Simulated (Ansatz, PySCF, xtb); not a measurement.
Complex: H2O (SMILES O) (first 3 atoms) with HCl (SMILES Cl); geometry from B3LYP-D3(BJ)/def2-TZVP, rigid monomers moved along the line of their centres of mass till O1···H5 is 2.12 Å.
(charge 0, multiplicity 1):
```xyz
5

O      0.04093     0.33230     0.25285
H      0.79409     0.84828    -0.05585
H      0.18621    -0.56719    -0.06112
Cl    -0.34800     0.48708     3.65009
H     -0.24686     0.44813     2.35034
```

Monomers are frozen at their geometry in the pair; levels with a basis set take the counterpoise correction. Rows marked so take none.

Rows in STO-3G carry no dispersion term and start afresh at each structure.

Codes used: Ansatz (Gaussian orbitals); PySCF for STO-3G rows, the dispersion terms; xtb for the GFN methods. Values without a source in brackets are computed.

Task: One of these levels gives -5.69 kcal/mol for the interaction energy. Name it.
A) HF/aug-cc-pV(T+d)Z
B) PBE-D4/def2-TZVPPD
C) HF/STO-3G (no counterpoise)
D) GFN-FF

Result: B, PBE-D4/def2-TZVPPD. The others give -4.55 (GFN-FF), -6.41 (HF/STO-3G (no counterpoise)), -3.84 (HF/aug-cc-pV(T+d)Z)

Ansatz is a first-principles code.
